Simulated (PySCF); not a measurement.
How the method moves the HOMO and LUMO of `C=C(BBF)CF`

C₃H₆B₂F₂.
Structure used (PBE0-D3(BJ)/def2-SVP), in Å, numbered top down from 1:
```xyz
13
C3H6B2F2 angstrom
C     -1.203    1.531    0.786
C     -0.478    0.430    0.510
B      1.041    0.383    0.840
B      1.979   -0.881    0.210
F      2.732   -0.751   -0.879
C     -1.087   -0.740   -0.211
F     -0.110   -1.417   -0.920
H     -2.245    1.654    0.461
H     -0.765    2.360    1.348
H      1.474    1.257    1.559
H      2.062   -1.953    0.790
H     -1.875   -0.438   -0.921
H     -1.523   -1.454    0.509
```

Basis pcSseg-1 throughout (PySCF), one geometry. Isolated species at its PBE0-D3(BJ)/def2-SVP geometry (one conformer only).

**Question.** How do the orbital energies, the gap and the dipole change with the method?

**Answer.** 
```
   method                    kind  HOMO (eV)  LUMO (eV)  gap (eV)  μ (D)  SCF cycles
     BLYP                     GGA      -6.17      -3.10      3.07   3.60          16
      PBE                     GGA      -6.25      -3.29      2.96   3.59          16
    B97-D                     GGA      -6.29      -3.11      3.18   3.63          16
      LDA                     LDA      -6.33      -3.56      2.77   3.71          15
    B97-2           global hybrid      -7.45      -2.34      5.11   3.76          14
    B3LYP           global hybrid      -7.50      -2.53      4.98   3.75          14
BHandHLYP           global hybrid      -9.06      -1.26      7.80   3.93          12
CAM-B3LYP  range-separated hybrid      -9.15      -1.20      7.95   3.78          13
```

The HOMO spans 2.97 eV, from BLYP down to CAM-B3LYP, and the gap runs from 2.77 eV (LDA) to 7.95 eV (CAM-B3LYP). Over the methods BLYP (0 %), PBE (0 %), B97-D (0 %), LDA (0 %), B97-2 (21 %), B3LYP (20 %), BHandHLYP (50 %), a straight line through the gap against the share of exact exchange rises by 0.97 eV for each 10 % (correlation coefficient 0.998). The dipole ranges from 3.59 D (PBE) to 3.93 D (BHandHLYP). This basis has no diffuse functions.
